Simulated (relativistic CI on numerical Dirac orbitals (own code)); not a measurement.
Calculated levels, Hg11+

Calculated at this level of theory: Dirac-Coulomb-Breit CI, KLI orbitals optimised for each configuration, model QED, unscaled Slater integrals (own radial code, finite nucleus).

CI space (outside the closed core [Kr] 4d10): 4f14 5s2 5p6 5d, 4f14 5s2 5p6 6s, 4f14 5s2 5p6 5f, 4f14 5s2 5p5 5d2, 4f14 5s2 5p6 6p, 4f14 5s2 5p6 5g, 4f14 5s 5p6 5d2, 4f14 5s2 5p5 5d 5f, 4f14 5s2 5p6 6d, 4f14 5s2 5p6 7s, 4f14 5s2 5p5 5d 5g, 4f14 5s2 5p5 5d 6s, 4f14 5s2 5p6 7p, 4f14 5s2 5p6 6f, 4f13 5s2 5p6 5d2, 4f14 5s 5p6 5d 5f, 4f14 5s2 5p6 7d, 4f14 5s2 5p5 5d 6p, 4f14 5s2 5p6 8s, 4f14 5s2 5p6 8p, 4f14 5s 5p6 5d 5g, 4f14 5s 5p6 6s2, 4f14 5p6 5d3, 4f14 5p5 5d4. Double excitations out of closed p, d and f shells are left out; levels of such configurations are missing from the list, as are those of other unlisted configurations, and high levels can miss mixing partners. Some configurations lack a partner that the ground configuration has and come out too high, among them 4f14 5s2 5p5 5d 5f, 4f14 5s2 5p5 5d 5g, 4f14 5s2 5p5 5d 6s, 4f13 5s2 5p6 5d2, 4f14 5s2 5p5 5d 6p.

The lowest level is 4f14 5s2 5p6 5d 2D_3/2, with 99 % of that term; Hund's rules for 4f14 5s2 5p6 5d give 2D with J = 3/2, in agreement.

```tsv
No.	Configuration	Term	J	E (eV)	%	Landé g	jj configuration (%)
1	4f14 5s2 5p6 5d	2D	3/2	0.0000	99	0.799	5d3/2 (99)
2	4f14 5s2 5p6 5d	2D	5/2	3.1007	99	1.200	5d5/2 (99)
3	4f14 5s2 5p6 6s	2S	1/2	41.7512	99	2.001	6s (99)
4	4f14 5s2 5p6 6p	2P°	1/2	57.3923	95	0.646	6p1/2 (95)
5	5p5 5d2(3F)	4D°	1/2	57.6636	90	0.083	5p3/2^3 5d3/2^2 (76)
6	5p5 5d2(3F)	4D°	3/2	57.9428	64	1.065	5p3/2^3 5d3/2^2 (85)
7	5p5 5d2(3F)	4F°	5/2	59.1750	39	1.124	5p3/2^3 5d3/2^2 (68)
8	5p5 5d2(3F)	4G°	7/2	60.2490	41	1.054	5p3/2^3 5d3/2^2 (80)
9	5p5 5d2(3F)	4D°	5/2	60.5151	28	1.224	5p3/2^3 5d3/2 5d5/2 (77)
10	5p5 5d2(3P)	4D°	7/2	61.4406	56	1.305	5p3/2^3 5d3/2 5d5/2 (70)
11	5p5 5d2(3F)	4G°	9/2	61.6657	72	1.190	5p3/2^3 5d3/2 5d5/2 (97)
12	5p5 5d2(3P)	4P°	3/2	62.4173	47	1.507	5p3/2^3 5d3/2^2 (61)
13	5p5 5d2(3P)	4P°	5/2	62.5657	46	1.260	5p3/2^3 5d3/2 5d5/2 (89)
14	5p5 5d2(3F)	4G°	11/2	62.6620	80	1.235	5p3/2^3 5d3/2 5d5/2 (64)
15	5p5 5d2(1D)	2D°	3/2	62.6630	48	0.961	5p3/2^3 5d3/2 5d5/2 (63)
16	5p5 5d2(3F)	2G°	7/2	63.8235	50	1.038	5p3/2^3 5d3/2 5d5/2 (93)
17	4f14 5s2 5p6 6p	2P°	3/2	64.0032	99	1.334	6p3/2 (99)
18	5p5 5d2(3P)	4P°	1/2	64.4794	39	1.662	5p3/2^3 5d3/2 5d5/2 (94)
19	4f14 5s2 5p6 5f	2F°	5/2	64.8077	32	0.949	5p3/2^3 5d3/2 5d5/2 (54)
20	5p5 5d2(1D)	2F°	7/2	64.9814	58	1.156	5p3/2^3 5d5/2^2 (43)
21	5p5 5d2(1D)	2D°	5/2	65.6602	39	1.129	5p3/2^3 5d5/2^2 (67)
22	5p5 5d2(3F)	4F°	9/2	65.7374	55	1.230	5p3/2^3 5d5/2^2 (51)
23	5p5 5d2(1G)	2H°	11/2	65.7801	79	1.127	5p3/2^3 5d5/2^2 (64)
24	5p5 5d2(3P)	4D°	7/2	65.8165	47	1.251	5p3/2^3 5d3/2 5d5/2 (59)
25	5p5 5d2(3P)	2D°	3/2	66.2242	31	1.238	5p3/2^3 5d3/2 5d5/2 (89)
26	5p5 5d2(3P)	2D°	5/2	66.7453	36	1.191	5p3/2^3 5d3/2 5d5/2 (64)
27	5p5 5d2(1G)	2G°	9/2	68.1154	62	1.059	5p3/2^3 5d3/2 5d5/2 (53)
28	5p5 5d2(1D)	2P°	1/2	68.2036	60	1.261	5p3/2^3 5d5/2^2 (94)
29	5p5 5d2(1D)	2F°	7/2	69.6909	44	1.184	5p3/2^3 5d5/2^2 (68)
30	5p5 5d2(3P)	2D°	3/2	70.1992	37	0.842	5p3/2^3 5d3/2 5d5/2 (69)
```

Energies count from the lowest computed level; ° marks odd parity. Percentages are summed over parent terms; the parents shown are those of the largest component, closed shells are left out there. Filled j subshells are mostly left out of the jj labels.

The mean weight of the leading LS term, summed over parents, in these 30 levels is 59 %, and that of the leading jj configuration (from the same eigenvectors) 76 %, so jj coupling describes them better and the LS labels are nominal.

At this charge transitions that keep the count of f electrons are usually good to a few per cent. Terms inside the open d or f shell come out 10 to 20 % too wide with unscaled integrals. Levels and lines within the n = 5 or 6 shells can be off by up to 10 % or somewhat more, and those that change n by about 2 %, since core polarisation is missing. Levels that differ in their count of f electrons can be misplaced by several ten thousand cm⁻¹, since the correlation energy of f electrons is missing or only estimated; rates across such gaps can be off by orders of magnitude.

LS names give the leading component of a level, which can be under half, so a name can repeat, a term be missing and a line seem to break the LS rules.
